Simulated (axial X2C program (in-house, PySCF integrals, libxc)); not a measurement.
Bond lengths and stretching modes, held linear, of SeCSe⁺

Computed with an in-house all-electron X2C program for linear molecules (integrals from PySCF): two-component X2C with atomic mean-field Coulomb and Gaunt terms, Gaussian nuclei, basis Se dyall-v3z, C dyall-v3z with contracted cores. Spin-free rows use the one-electron spin-free X2C Hamiltonian.

Masses Se 79.917, C 12.000, Se 79.917 u. States: 2c Ω = 3/2 (beyond evenly filled blocks: ω = 3/2); spin-free M_S = 1/2, Λ = 1 (beyond evenly filled blocks: π+α, π+β, π-α).

HF, 2c: energies above the lowest point

```csv
r(Se–C) (Å),r(C–Se) (Å),E (meV)
1.6468,1.6468,104.31
1.6468,1.6890,43.52
1.6468,1.7312,37.79
1.6890,1.6468,43.52
1.6890,1.6890,0.00
1.6890,1.7312,10.31
1.6890,1.7735,60.43
1.7312,1.6468,37.79
1.7312,1.6890,10.31
1.7312,1.7312,36.50
1.7735,1.6890,60.43
1.7735,1.7735,181.94
```

**Question.** Fit a quadratic surface with cubic terms in each bond: where is the minimum, and what are the two stretching wavenumbers?

**Answer.** At HF, 2c: bonds 1.698 and 1.698 Å; harmonic stretches 356.3 and 978.7 cm⁻¹; force constants 4.56, 4.56 and coupling 1.41 mdyn/Å.

The other levels and Hamiltonians give:

| Hamiltonian | level | r(Se–C) (Å) | r(C–Se) (Å) | lower stretch (cm⁻¹) | upper stretch (cm⁻¹) |
| --- | --- | --- | --- | --- | --- |
| 2c | PBE0 | 1.687 | 1.687 | 378.5 | 1104.2 |
| 2c | TPSSh | 1.694 | 1.694 | 371.7 | 1114.1 |
| spin-free | PBE0 | 1.686 | 1.686 | 379.4 | 1098.1 |
| spin-free | HF | 1.697 | 1.697 | 357.8 | 959.6 |
| spin-free | TPSSh | 1.693 | 1.693 | 372.4 | 1110.8 |

Each state is one determinant, the lowest of a limited PBE0 search; the stretches come from a fit to these few points and carry an uncertainty of a few per cent. Other orders of the atoms were not compared. Left out for rough or failed fits: MP2 2c, MP2 spin-free. The molecule was held linear; bending was not examined, so a bent shape may lie lower. Note: functional without a current term on a determinant with orbital currents, of the molecule or an atom.
